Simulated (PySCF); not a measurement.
C2H5N, SMILES CN=C (connectivity only; charge and spin as stated), charge +1, multiplicity 2.

Coordinates come from a PBE0-D3(BJ)/def2-TZVP optimisation. The spin state was assumed, not searched.

Computed with PBE/def2-TZVPD (PySCF).

Isolated molecule, no solvent.

Computed frontier levels, dipole moment and polarisability:
- α spin, highest occupied and lowest empty level: -13.33 and -8.71 eV
- β spin, highest occupied and lowest empty level: -14.99 and -11.53 eV
- dipole moment about the centre of nuclear charge: 0.88 D
- mean static polarisability: 31.6 bohr³ (4.68 Å³)
- polarisability, principal values: 21.6, 25.2, 47.9 bohr³
- ⟨S²⟩: 0.756 (pure state 0.75)
